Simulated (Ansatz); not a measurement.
Cost and result for the atomization energy of F$_{2}$H$_{4}$N$_{2}$Si$_{2}$ (`F[Si@H]1N[Si@@H](F)N1`) (10 atoms, 10 bonds).

```csv
atom,x (Å),y (Å),z (Å)
F1,-0.6049,2.3520,0.7154
Si2,-0.3797,0.7855,0.8850
N3,1.1270,0.1911,0.3141
Si4,0.3769,-0.8239,-0.8507
F5,0.7392,-0.5068,-2.3677
N6,-1.1280,-0.2017,-0.3047
H7,-0.7224,0.5244,2.2956
H8,2.0785,0.3500,0.5814
H9,0.5948,-2.2773,-0.7259
H10,-2.0814,-0.3933,-0.5425
```

Charge 0, multiplicity 1. Geometry: relaxed with PBE0-D4/def2-TZVP. Program: Ansatz. All runs use 4 threads of an INTEL XEON PLATINUM 8581C on a shared host. Times are those of one run each, without the atoms' runs, and a repeat can differ threefold. Electronic energies, without spin–orbit coupling; frozen cores. CCSD(T)/CBS adds CCSD(T) − MP2 in def2-TZVPP to the MP2 limit, and its time is that of the two runs behind it. T1 = 0.012. B3LYP takes the VWN-RPA correlation (the form of Gaussian; ORCA's B3LYP/G).

CCSD(T)/CBS is a level of theory with its own doubt, some kJ/mol a heavy atom from the limit and from the frozen cores, so smaller differences don't rank the functionals.

| level | functions | wall time |
| --- | --- | --- |
| revPBE-D4/def2-TZVPP | 264 | 1.5 s |
| PBE-D4/def2-TZVPP (with forces) | 264 | 1.8 s |
| r2SCAN-D4/def2-TZVPP (with forces) | 264 | 2.8 s |
| PBE0-D4/def2-TZVPP | 264 | 2.8 s |
| CAM-B3LYP-D4/def2-TZVPP | 264 | 3.3 s |
| r2SCANh-D4/def2-TZVPP | 264 | 3.7 s |
| CCSD(T)/def2-SVP | 112 | 3.9 s |
| B3LYP-D4/def2-TZVPP (with forces) | 264 | 4 s |
| B2PLYP/def2-TZVPP | 264 | 5 s |
| ωB97M-V/def2-TZVPP (with forces) | 264 | 7 s |
| MP2/def2-QZVPP | 488 | 22 s |
| CCSD(T)/def2-TZVPP | 264 | 100 s |
| CCSD(T)/CBS(def2) | – | 2.1 min |

(1) What atomization energy does each give, and how far from CCSD(T)/CBS? (Best estimate.)

## Answers

(1) Ansatz gave: 
```
                             level  atomization (kcal/mol)  difference from CCSD(T)/CBS  per bond
              revPBE-D4/def2-TZVPP                   934.0                        -21.1      -2.1
   PBE-D4/def2-TZVPP (with forces)                   961.4                          6.3       0.6
r2SCAN-D4/def2-TZVPP (with forces)                   947.7                         -7.4      -0.7
                PBE0-D4/def2-TZVPP                   941.3                        -13.8      -1.4
           CAM-B3LYP-D4/def2-TZVPP                   957.4                          2.3       0.2
             r2SCANh-D4/def2-TZVPP                   939.9                        -15.2      -1.5
                  CCSD(T)/def2-SVP                   858.3                        -96.8      -9.7
 B3LYP-D4/def2-TZVPP (with forces)                   947.2                         -7.9      -0.8
                 B2PLYP/def2-TZVPP                   940.0                        -15.1      -1.5
  ωB97M-V/def2-TZVPP (with forces)                   956.2                          1.1       0.1
                    MP2/def2-QZVPP                   969.5                         14.4       1.4
                CCSD(T)/def2-TZVPP                   919.9                        -35.2      -3.5
                 CCSD(T)/CBS(def2)                   955.1                          0.0       0.0
```

From PBE to PBE0 (25 % exact exchange), in def2-TZVPP and without D4, the atomization energy moves by −19.0 kcal/mol: exact exchange takes away binding that semilocal exchange gives to molecules. Leaving LDA and LC-ωPBE aside and taking each functional with its dispersion term where it has one, the values, not all of them listed here, spread over 43.1 kcal/mol, from BHLYP-D4 to PBE-D4. LDA lies +132.8 kcal/mol from PBE without D4, its usual overbinding. The D4 term adds +9.9 kcal/mol with B3LYP and +5.1 kcal/mol with PBE0; it sums over pairs of atoms, weighted by their polarisabilities, and B3LYP, whose exchange is more repulsive, gets the larger term.
